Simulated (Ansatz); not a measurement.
Consider the redistribution: `[OH][GeH]([SiH3])[SH]` + `[CH3][GeH2][F]` → `[OH][GeH]([F])[SiH3]` + `[CH3][GeH2][SH]`.

Program: Ansatz. Geometries: PBE0-D4/def2-TZVP. ΔE: electronic, gas phase. CCSD(T)/CBS adds triple-zeta CCSD(T) − MP2 to the extrapolated MP2 energy (def2 sets, frozen cores). DFT in def2-TZVPP. B3LYP here is the variant with VWN-RPA as its local correlation; programs differ in this. For Ge outer-core shells are correlated without core-valence functions, which leaves a few kJ/mol of doubt a bond. Scalar relativity is left out up to krypton. Each species was taken in one conformer, which may not be the lowest.

```
        level  ΔE (eV)
       PBE-D4     0.03
    r2SCAN-D4     0.02
     B3LYP-D4     0.02
      ωB97M-V     0.01
       B2PLYP     0.01
HF/def2-TZVPP    -0.01
HF/def2-QZVPP    -0.01
 HF/CBS(def2)    -0.01
```

Task: What does CCSD(T)/CBS give? (Best estimate.)

Result: The calculation gave: +0.02 eV. The listed levels differ from it by 0.01, 0.00, 0.00, -0.01, -0.01, -0.03, -0.03, -0.03 eV.

Largest T1 diagnostic among the species: 0.013.
